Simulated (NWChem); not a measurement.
Molecule: CuH3O; SMILES [OH2]->[CuH]

Computed with NWChem. All runs use the structure optimised with PBE0/def2-SVP. Ions are spin-unrestricted doublets at the neutral geometry; other ion states weren't tried. Functional: LC-ωPBE (HJS hole) with def2-SVP; rows give the range parameter ω in 1/bohr.

For range parameter (1/bohr) 0.35:

| Quantity | Result |
|---|---|
| vertical ionisation energy, ΔSCF (eV) | 10.10 |
| −ε(HOMO) (eV) | 7.80 |

**Question.** Estimate the same quantities for range parameter (1/bohr) 0.15.

**Answer.** 
- vertical ionisation energy, ΔSCF (eV): 8.16
- −ε(HOMO) (eV): 6.34
